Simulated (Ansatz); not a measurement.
CH₃Cl₃Si, triplet, at the geometry of the source list (a higher spin typed on purpose: for a closed-shell molecule this is an excited state); HF/3-21G (Ansatz, a first-principles code).

Ansatz was given this input:
Ansatz 0.2 input:
```yaml
crystal:
  periodic: [false, false, false]
  atoms:
    - {symbol: C, position_ang: [-1.04170000, -0.20300000, 0.03620000]}
    - {symbol: Si, position_ang: [0.82190000, 0.16020000, -0.02860000]}
    - {symbol: Cl, position_ang: [1.70540000, -1.00140000, -1.42920000]}
    - {symbol: Cl, position_ang: [1.13270000, 2.10330000, -0.49670000]}
    - {symbol: Cl, position_ang: [1.66510000, -0.22430000, 1.76940000]}
    - {symbol: H, position_ang: [-1.23160000, -1.24300000, 0.28650000]}
    - {symbol: H, position_ang: [-1.53670000, 0.41110000, 0.78330000]}
    - {symbol: H, position_ang: [-1.51520000, -0.00290000, -0.92090000]}
basis:
  gaussian:
    orbitals: 3-21G.json
hamiltonian:
  xc: hf
magnetization: {spin_polarized: true, initial_magnetization: 2}
```
The basis file holds 3-21G in the JSON format of the Basis Set Exchange.

The log (banner, timings and long lists left out):

```
Functional definition: HF
748 factors; integrals over basis functions are off by at most 1.0e-3 eV
mean field evaluation 1: about -46216.3557 eV, gradient 1.4e1 eV
mean field evaluation 2: about -46216.6684 eV, gradient 1.4e1 eV
mean field evaluation 4: about -46218.2509 eV, gradient 1.8e0 eV
mean field evaluation 8: about -46218.3140 eV, gradient 1.5e-1 eV
mean field evaluation 16: about -46218.3158 eV, gradient 2.8e-2 eV
mean field evaluation 32: about -46218.3286 eV, gradient 1.8e-1 eV
mean field evaluation 64: about -46219.1475 eV, gradient 9.9e-2 eV
mean field evaluation 96: about -46219.1487 eV, gradient 3.5e-2 eV
mean field evaluation 128: about -46218.6558 eV, gradient 1.6e0 eV
mean field evaluation 160: about -46217.4154 eV, gradient 8.8e0 eV
mean field evaluation 192: about -46217.8156 eV, gradient 1.1e0 eV
mean field evaluation 224: about -46213.8539 eV, gradient 9.8e0 eV
mean field evaluation 256: about -46219.1591 eV, gradient 1.6e-1 eV
mean field evaluation 288: about -46219.1317 eV, gradient 1.4e-1 eV
mean field evaluation 320: about -46219.1476 eV, gradient 1.4e-1 eV
mean field evaluation 352: about -46219.1487 eV, gradient 3.6e-2 eV
mean field evaluation 384: about -46216.8404 eV, gradient 8.1e0 eV
mean field evaluation 416: about -46218.2308 eV, gradient 3.7e-1 eV
mean field evaluation 448: about -46217.6927 eV, gradient 1.4e0 eV
mean field evaluation 480: about -46218.3160 eV, gradient 7.3e-3 eV
mean field evaluation 512: about -46219.1461 eV, gradient 5.9e-1 eV
mean field -46219.16321807 eV, -1698.5229197899 hartree, gradient 2.3e-6 eV, S^2 2.005701; 9 other end points of the search recorded, 0 dependent functions left out
reference -46219.16321807 eV, -1698.5229197899 hartree; 38, 36 occupied and 29, 31 virtual orbitals, 748 factors
Total energy: -46219.16321807 eV, -1698.5229197899 hartree
```
